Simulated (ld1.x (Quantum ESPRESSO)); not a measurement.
## Zr (Z = 40): excitation energies, all-electron against ultrasoft

zirconium, ultrasoft, made with ld1.x (Quantum ESPRESSO) 7.5 (BLYP, scalar-relativistic). Core [Kr], reference 4d2 5s2 5p0. Waves: 5s (bound): rcut 3.30, rcutus 3.55 bohr; 5s channel at 0.2 Ry: rcut 3.30, rcutus 3.55 bohr; 5p (bound, empty): rcut 3.30, rcutus 4.40 bohr; 5p channel at 1.9 Ry: rcut 3.30, rcutus 4.40 bohr; 4d (bound): rcut 3.00, rcutus 3.20 bohr; 4d channel at 0.3 Ry: rcut 3.00, rcutus 3.20 bohr. Local part: all-electron potential smoothed inside 3.95 bohr (lloc = -2). Core correction: none. Augmentation charge: PSQ, radius 3.15 bohr.

Energies are relative to the spin-unpolarised reference configuration 4d2 5s2 5p0; without spin polarisation the order of configurations can differ from experiment.

```
valence configuration  charge  ΔE all-electron (eV)  error AE − PS (meV)
          4d2 5s1 5p0      +1                 7.061                  +33
          4d2 5s0 5p0      +2                20.107                 +208
          4d3 5s1 5p0       0                 1.240                 -128
        4d2 5s1.5 5p0    +0.5                 2.823                 +6.4
          4d1 5s2 5p0      +1                 7.490                 -185
```

Q: What are ΔE and the potential's error for 4d1 5s2 5p1?

A: ΔE = 2.994 eV all-electron; the error (AE − PS) is -126 meV.

Q: What are ΔE and the potential's error for 4d1 5s0 5p0?

A: ΔE = 42.671 eV all-electron; the error (AE − PS) is +103 meV.

Levels in the configuration 4d2 5s1.5 5p0:

| level | all-electron (eV) | pseudo (eV) |
| --- | --- | --- |
| 4d | -6.508 | -6.505 |
| 5s | -7.030 | -7.000 |

ld1.x printed “convergence not achieved” for 4 of the counted tests; their residual had stalled under 1e-8, short of the target of 1e-14.
